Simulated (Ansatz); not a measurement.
```yaml
crystal:
  periodic: [false, false, false]
  atoms:
    - {symbol: C, position_ang: [0.259441, 0.659912, -0.026813]}
    - {symbol: C, position_ang: [-0.432902, 0.001641, -0.133794]}
    - {symbol: Zn, position_ang: [-0.008907, -1.248693, 0.158062]}
    - {symbol: Cl, position_ang: [0.386945, -2.609494, 0.530895]}
    - {symbol: H, position_ang: [0.016255, 1.246837, -0.190570]}
    - {symbol: H, position_ang: [0.780071, 0.647607, -0.411155]}
    - {symbol: H, position_ang: [0.560479, 0.826743, 0.686535]}
    - {symbol: H, position_ang: [-0.892773, 0.151483, 0.306684]}
    - {symbol: H, position_ang: [-0.694121, -0.026443, -0.731487]}
basis:
  gaussian: {orbitals: def2-SVPD, fitting: {mean_field: cc-pVTZ-jkfit}}
total_charge: 1
magnetization: {spin_polarized: true, initial_magnetization: 1}
hamiltonian: {xc: {name: PBEsol}, dispersion: d4}
output: {forces: true}
```

```sh
$ ansatz run in.yaml --threads 4 --pin off --events-out ev --progress --plain --max-ram 10444MiB
```

Question: How does Ansatz answer? (Best estimate.)

Answer: The calculation gave: The program refused the input.
```
Functional definition: PBEsol
Error: <dir> the basis set cc-pVTZ-JKFIT has no functions for Zn
```
